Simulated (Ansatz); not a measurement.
`[OH][Zn][SeH]`, relaxed with RKS PBE0-D4/def2-TZVP in Ansatz 0.2.0 from a GFN2-xTB geometry. The force threshold is 0.005 eV/Å; the program also tests the step.

Charge 0, multiplicity 1.

Start:

```xyz
5

O    -1.074   -0.932    1.152
Zn    0.142   -0.241    0.166
Se    0.262    1.371   -1.439
H    -1.007   -1.635    1.792
H     1.677    1.436   -1.670
```

| step | energy (eV) | largest force (eV/Å) | largest move (Å) |
| --- | --- | --- | --- |
| 1 | -115834.5048 | 1.634 | 0.000 |
| 2 | -115834.7131 | 0.664 | 0.195 |
| 3 | -115834.8053 | 0.626 | 0.195 |
| 4 | -115834.8470 | 0.834 | 0.111 |
| 5 | -115834.8727 | 0.932 | 0.193 |
| 6 | -115834.9136 | 0.412 | 0.179 |
| 7 | -115834.9210 | 0.096 | 0.115 |
| 8 | -115834.9225 | 0.009 | 0.024 |
| 9 | -115834.9225 | 0.005 | 0.005 |
| 10 (rejected) | -115834.9222 | 0.151 | 0.013 |
| 11 | -115834.9225 | 0.008 | 0.005 |
| 12 | -115834.9226 | 0.011 | 0.005 |
| 13 | -115834.9226 | 0.001 | 0.001 |

End:

```xyz
5

O    -0.858   -0.826    1.508
Zn   -0.323    0.041    0.054
Se    0.311    1.273   -1.747
H    -0.831   -1.783    1.455
H     1.701    1.295   -1.270
```

Run time 52 s (2 threads of an Arm Neoverse V1 on a shared host); peak host memory 0.37 GiB.
